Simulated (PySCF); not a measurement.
Cartesian coordinates in Å; atom numbers follow the order of the lines, from 1:
```xyz
15

C     2.032    1.114    0.204
C     1.613   -0.130    0.059
C     0.514   -0.753    0.847
Si   -1.071   -0.984   -0.188
C    -1.800    0.676   -0.727
F    -2.143   -1.703    0.795
H     2.822    1.526   -0.401
H     1.603    1.773    0.941
H     2.062   -0.768   -0.691
H     0.292   -0.139    1.721
H     0.838   -1.731    1.209
H    -0.910   -1.938   -1.279
H    -1.112    1.221   -1.366
H    -2.021    1.306    0.131
H    -2.726    0.538   -1.278
```

Geometry: GFN2-xTB; GIAO absolute shieldings from PySCF 2.14.0 with density-fitted response routines, gas phase, non-relativistic, averaged over equivalent atoms.

At LDA/6-31G* (106 basis functions, 12 s wall time on 1 thread of an Arm Neoverse V2, shared host):
```json
{"atoms": "C2", "σ (ppm)": "68.7"}
{"atoms": "C1", "σ (ppm)": "82.2"}
{"atoms": "C3", "σ (ppm)": "162.5"}
{"atoms": "C5", "σ (ppm)": "194.8"}
{"atoms": "Si4", "σ (ppm)": "359.3"}
{"atoms": "F6", "σ (ppm)": "359.2"}
{"atoms": "H9", "σ (ppm)": "25.78"}
{"atoms": "H12", "σ (ppm)": "25.79"}
{"atoms": "H8", "σ (ppm)": "26.62"}
{"atoms": "H7", "σ (ppm)": "26.85"}
{"atoms": "H11", "σ (ppm)": "29.69"}
{"atoms": "H10", "σ (ppm)": "29.79"}
{"atoms": "H13/H14/H15", "σ (ppm)": "31.67"}
```

Q: Estimate the result of repeating the calculation with PBE0/pcSseg-1.

A: 
| atoms | σ at PBE0/pcSseg-1 | change |
| --- | --- | --- |
| C2 | 47.4 | -21.3 |
| C1 | 65.1 | -17.1 |
| C3 | 156.9 | -5.6 |
| C5 | 189.4 | -5.4 |
| Si4 | 328.8 | -30.5 |
| F6 | 375.1 | +15.9 |
| H9 | 25.76 | -0.02 |
| H12 | 26.46 | +0.67 |
| H8 | 26.32 | -0.30 |
| H7 | 26.51 | -0.34 |
| H11 | 29.52 | -0.17 |
| H10 | 29.70 | -0.09 |
| H13/H14/H15 | 31.41 | -0.26 |

The largest change is at Si4 (silicon bonded to 2 C, F, H). Cost: 154 basis functions, 21 s wall time on 1 thread of an Arm Neoverse V1, shared host. The order of the carbon signals is the same at both levels.
